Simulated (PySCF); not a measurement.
Work out the structure from these simulated measurements.

Formula: C7H6O.

* NMR, other nuclei: isotropic shieldings of nuclei other than C and H, by class: 22 (1 O) ppm [GIAO PBE0/pcSseg-1]
* 1H NMR: chemical shifts (computed TMS as zero) by class: 7.40 (1 H), 6.85 (1 H), 6.62 (1 H), 2.30 (3 H) ppm [GIAO PBE0/pcSseg-1]
* Polarisability: 88.8 au [CAM-B3LYP/def2-SVPD]
* 13C NMR: chemical shifts (computed TMS as zero) by class: 147.2 (1 C), 143.3 (1 C), 123.7 (1 C), 117.7 (1 C), 100.0 (1 C), 77.3 (1 C), 5.8 (1 C) ppm [GIAO PBE0/pcSseg-1]
* Rotational structure: rotational constants A, B, C: 8.812, 1.028, 0.926 GHz [GFN2-xTB]
* Triplet: lowest triplet excitation (Tamm–Dancoff): 3.32 eV [TDA CAM-B3LYP/def2-SVPD]
* Dipole: 0.80 D [CAM-B3LYP/def2-SVPD]

Gas-phase values; electronic properties from PySCF, density fitting. Levels stand in brackets. Isolated species at its GFN2-xTB geometry, gas phase. Each NMR value is the plain mean over a class of atoms that symmetry, rotation or inversion makes alike.

Task: Propose a structure and show how it fits.

Result: Numbering: `[CH3:1][C:2]#[C:3][c:4]1[cH:5][cH:6][cH:7][o:8]1`. Its formula, C7H6O, gives 5 degrees of unsaturation: 1 ring and 4 π bonds in the structure found (Kekulé form). 7 carbons fall into 7 classes; from least to most shielded: aromatic CH next to a ring oxygen [C7] (147.2 ppm), substituted aromatic carbon [C4] (143.3 ppm), aromatic CH carbon [C5] (123.7 ppm), aromatic CH carbon [C6] (117.7 ppm), alkyne carbon [C2] (100.0 ppm), alkyne carbon [C3] (77.3 ppm), propargylic carbon [C1] (5.8 ppm). Hydrogen classes from least to most shielded: 1 H on an aromatic CH next to a ring oxygen, C7 (7.40 ppm), 1 H on an aromatic CH carbon, C5 (6.85 ppm), 1 H on an aromatic CH carbon, C6 (6.62 ppm), 3 H on a propargylic carbon, C1 (2.30 ppm). The other shieldings belong to: 22 ppm, furan-type oxygen [O8]. By its constants the optimised geometry is an asymmetric top. Structure: `CC#Cc1ccco1`. Computed isomers that give other values at the same levels: `C#CC(=O)C(=C)C=C` (13C chemical shifts (computed TMS as zero) by class: 183.8 (1 C), 155.8 (1 C), 141.7 (1 C), 133.0 (1 C), 129.8 (1 C), 92.1 (1 C), 86.7 (1 C) ppm); `C#CC1=COC=CC1` (static isotropic polarisability: 82.2 au); `C#CC#CCC(C)=O` (13C chemical shifts (computed TMS as zero) by class: 205.9 (1 C), 78.6 (1 C), 75.9 (1 C), 74.2 (1 C), 73.6 (1 C), 37.4 (1 C), 30.3 (1 C) ppm). The assignments are read from this structure; whether some other isomer fits the data as well wasn't checked.
